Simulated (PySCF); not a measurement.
Circular dichroism: `C#C[C@@H]1[SiH2]C[Si@H]1C#N`, C5H7NSi2

Geometry:
| atom | x (Å) | y (Å) | z (Å) |
| --- | --- | --- | --- |
| C1 | 2.446 | -1.993 | -0.044 |
| C2 | 1.531 | -1.267 | 0.226 |
| C3 | 0.425 | -0.398 | 0.487 |
| Si4 | -1.310 | -1.044 | -0.102 |
| C5 | -1.420 | 0.516 | -1.222 |
| Si6 | 0.304 | 1.147 | -0.672 |
| C7 | 0.176 | 2.714 | 0.335 |
| N8 | 0.082 | 3.665 | 0.968 |
| H9 | 3.252 | -2.631 | -0.248 |
| H10 | 0.438 | -0.133 | 1.547 |
| H11 | -1.242 | -2.306 | -0.834 |
| H12 | -2.302 | -1.097 | 0.973 |
| H13 | -1.491 | 0.300 | -2.285 |
| H14 | -2.244 | 1.186 | -0.988 |
| H15 | 1.351 | 1.348 | -1.669 |

Method used: TDDFT B3LYP/aug-cc-pVDZ circular dichroism and optical rotation, one conformer, gas phase in PySCF 2.14.0. Geometry: GFN2-xTB.

(1) Assign R or S to each stereocentre.

(2) Which excitations and rotatory strengths does the calculation give?

Answers

(1) C3 R, Si6 R.

(2) Rotatory strengths R in 10⁻⁴⁰ esu² cm², velocity form and length form (origin at the centre of mass); f in length form.
```tsv
state	E (eV)	λ (nm)	f	R (velocity)	R (length)	main
1	4.88	254	0.025	+28.3	+28.2	HOMO→LUMO 0.97
2	5.20	239	0.005	-1.8	-1.5	HOMO−1→LUMO 0.97
3	5.59	222	0.019	-3.4	-3.5	HOMO→LUMO+1 0.95
4	5.65	220	0.003	-2.7	-2.6	HOMO→LUMO+2 0.89
5	5.86	212	0.0009	-0.9	-0.7	HOMO−1→LUMO+1 0.90
6	5.98	207	0.011	-15.3	-15.7	HOMO−1→LUMO+2 0.54, HOMO→LUMO+3 0.35
7	6.16	201	0.006	-25.2	-25.1	HOMO−1→LUMO+3 0.48, HOMO−2→LUMO 0.32
8	6.21	200	0.026	-0.4	-0.9	HOMO−2→LUMO 0.54, HOMO−1→LUMO+3 0.31
```

Among the states computed, the strongest CD band (largest |R|) is state 1. The largest dissymmetry factor in size, g = 4R/(D+G), with D and G the electric and magnetic dipole strengths, is -0.039 for state 7 (velocity form, f = 0.006), among bands with |R| over 0.5. The mirror image has the same energies and oscillator strengths and all R with the opposite sign.
